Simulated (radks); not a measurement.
Q: Gd I, 64 electrons, occupied as [Kr] 4d10 4f7.5 5s2 5p5.5 5d1 6s2 (fractional occupations, a model configuration). Calculated with a radial shooting solver on a logarithmic mesh with Libxc functionals: scalar-relativistic Kohn-Sham, PBEsol, spin-polarised, spherical densities, finite nucleus; open shells are filled with parallel spins first (spin-orbit coupling, left out, can overturn this in heavy ions); Fermi nuclear charge, rms radius 5.1569 fm. Some entries of the table are withheld. Estimate them.

| orbital | occ. | eigenvalue (eV) | <r> (bohr) |
|---|---|---|---|
| 1s up | 1 | -50071.74 | 0.02191 |
| 1s down | 1 | -50071.71 | 0.02191 |
| 2s up | 1 | -8265.582 | 0.09331 |
| 2s down | 1 | -8265.475 | 0.09331 |
| 2p up | 3 | -7357.027 | 0.08238 |
| 2p down | 3 | -7356.934 | 0.08238 |
| 3s up | 1 | -1830.380 | 0.2446 |
| 3s down | 1 | -1827.946 | 0.2444 |
| 3p up | 3 | -1548.834 | 0.2432 |
| 3p down | 3 | -1546.408 | 0.2429 |
| 3d up | 5 | -1176.476 | 0.2213 |
| 3d down | 5 | -1174.590 | 0.2210 |
| 4s up | 1 | -368.3036 | 0.5535 |
| 4s down | 1 | -362.7330 | 0.5535 |
| 4p up | 3 | -275.5568 | 0.5861 |
| 4p down | 3 | -270.0216 | 0.5861 |
| 4d up | 5 | -147.2332 | 0.6376 |
| 4d down | 5 | -141.7317 | 0.6383 |
| 5s up | 1 | -50.4136 | 1.333 |
| 5s down | 1 | -46.8194 | 1.351 |
| 5p up | 3 | -27.9259 | 1.560 |
| 5p down | 2.5 | -24.9875 | 1.594 |
| 4f up | 7 | (1) | 0.8765 |
| 6s up | 1 | -4.3886 | 3.902 |
| 6s down | 1 | -3.7494 | 4.131 |
| 4f down | 0.5 | (2) | 0.9303 |
| 5d up | 1 | -3.0114 | 2.742 |
| 5d down | 0 | -1.6882 | 3.196 |
| 6p up | 0 | -1.4239 | 5.438 |
| 6p down | 0 | -1.1505 | 5.860 |

A: 
(1) 4f up eigenvalue (eV): -8.7650
(2) 4f down eigenvalue (eV): -3.7392
